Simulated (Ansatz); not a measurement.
Program: Ansatz. Geometries: PBE0-D4/def2-TZVP. ΔE: electronic, gas phase. CCSD(T)/CBS adds triple-zeta CCSD(T) − MP2 to the extrapolated MP2 energy (def2 sets, frozen cores). This one scheme is used for every species. DFT in def2-TZVPP. For Ge outer-core shells are correlated without core-valence functions, which leaves a few kJ/mol of doubt a bond. Scalar relativity is left out up to krypton. Each species was taken in one conformer, which may not be the lowest.

`F[SiH](Cl)[S][GeH3]` + NH₃ → `N[SiH](F)Cl` + `[SH][GeH3]`  (ligand exchange at the Si–S bond)

| level | ΔE (kJ/mol) |
| --- | --- |
| PBE0-D4 | 4.1 |
| r2SCAN0-D4 | -1.5 |
| ωB97X-V | -4.1 |
| revPBE | 0.5 |
| r2SCAN | -1.2 |
| r2SCANh | -2.2 |
| HF/def2-TZVPP | -23.6 |
| CCSD/CBS(def2) | -3.6 |

What does CCSD(T)/CBS give? (Estimate.)

Ansatz gave: +0.9 kJ/mol. The listed levels differ from it by 3.2, -2.4, -5.0, -0.4, -2.1, -3.1, -24.5, -4.5 kJ/mol.

Largest T1 diagnostic among the species: 0.011.

From BLYP to BHLYP (50 % exact exchange), in def2-TZVPP and without D4, ΔE moves by −5.1 kJ/mol. Leaving LDA and LC-ωPBE aside and taking each functional with its dispersion term where it has one, the values, not all of them listed here, spread over 20.2 kJ/mol, from CAM-B3LYP-D4 to revPBE-D4. LDA lies −3.4 kJ/mol from PBE without D4.
